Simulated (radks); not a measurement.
The numbers below are computed, except where a source is named.
Species: Sc II. Configuration: [Ar] 3d1 4s1 (the NIST ground configuration). Code: a radial shooting solver on a logarithmic mesh with Libxc functionals. Model: Dirac Kohn-Sham, XLYP, spin-unpolarised, spherical densities, point nucleus; open shells fill j = l - 1/2 first.

Normalised radial functions P(r) = r R(r) (large component), r in bohr:

r,3p1/2,3p3/2
0.00696,0.0053,0.0046
0.009063,0.0085,0.0076
0.0119,0.0139,0.0127
0.01549,0.0223,0.0207
0.02033,0.0360,0.0339
0.02648,0.0566,0.0539
0.03475,0.0885,0.0851
0.04525,0.1335,0.1294
0.0594,0.1975,0.1926
0.07734,0.2770,0.2715
0.1007,0.3678,0.3624
0.1322,0.4559,0.4514
0.1721,0.5049,0.5025
0.2259,0.4720,0.4733
0.2942,0.3167,0.3224
0.3862,0.0147,0.0247
0.5028,-0.3723,-0.3603
0.66,-0.7545,-0.7439
0.8594,-0.9742,-0.9682
1.128,-0.9539,-0.9541
1.469,-0.7334,-0.7379
1.928,-0.4350,-0.4407
2.511,-0.1996,-0.2038
3.269,-0.0662,-0.0683
4.291,-0.0138,-0.0144
5.587,-0.0018,-0.0019
7.334,-0.0001,-0.0001
9.55,0.0000,0.0000

3p1/2: eigenvalue -40.801 eV, 1 radial node at r = 0.390 bohr, <r> = 1.16 bohr, 90 % of the charge inside 1.80 bohr. 3p3/2: eigenvalue -40.287 eV, 1 radial node at r = 0.393 bohr, <r> = 1.17 bohr, 90 % of the charge inside 1.81 bohr.
